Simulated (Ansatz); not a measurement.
Isolated molecules relaxed with PBE0-D4/def2-TZVP in Ansatz; ΔE leaves out vibrations. CBS: MP2 limit from def2 TZ/QZ plus the TZ coupled-cluster correction, frozen cores. DFT in def2-TZVPP. B3LYP here is the variant with VWN-RPA as its local correlation; programs differ in this. Elements past krypton have def2 core potentials. For In outer-core shells are correlated without core-valence functions, which leaves a few kJ/mol of doubt a bond. One conformer a species, not always the lowest.

Reaction (redistribution): `N[Si](N)(N)O` + `[SiH3][In]([Cl])[Cl]` → `N[Si](N)(O)[SiH3]` + `[NH2][In]([Cl])[Cl]`

```tsv
level	ΔE (kJ/mol)	difference from CCSD(T)/CBS
PBE-D4	109.4	-7.0
r2SCAN-D4	120.7	4.3
PBE0-D4	118.0	1.6
B3LYP-D4	120.5	4.1
ωB97X-V	115.7	-0.7
ωB97M-V	125.1	8.7
B2PLYP	120.2	3.8
PBE	110.3	-6.1
r2SCAN	121.1	4.7
PBE0	119.0	2.6
B3LYP	121.8	5.4
HF/def2-TZVPP	131.7	15.3
MP2/def2-TZVPP	120.7	4.3
SCS-MP2/def2-TZVPP	118.8	2.4
CCSD/def2-TZVPP	120.3	3.9
CCSD(T)/def2-TZVPP	116.1	-0.3
HF/def2-QZVPP	131.6	15.2
MP2/def2-QZVPP	120.8	4.4
SCS-MP2/def2-QZVPP	118.8	2.4
HF/CBS(def2)	131.6	15.2
MP2/CBS(def2)	120.9	4.5
CCSD/CBS(def2)	120.5	4.1
CCSD(T)/CBS	116.4	0
```

Largest T1 diagnostic among the species: 0.013.

In def2-TZVPP, CCSD(T) changes the Hartree–Fock value by −15.6 kJ/mol (the triples alone add −4.2 kJ/mol) and MP2 by −11.1 kJ/mol. From PBE to PBE0 (25 % exact exchange), in def2-TZVPP and without D4, ΔE moves by +8.7 kJ/mol.
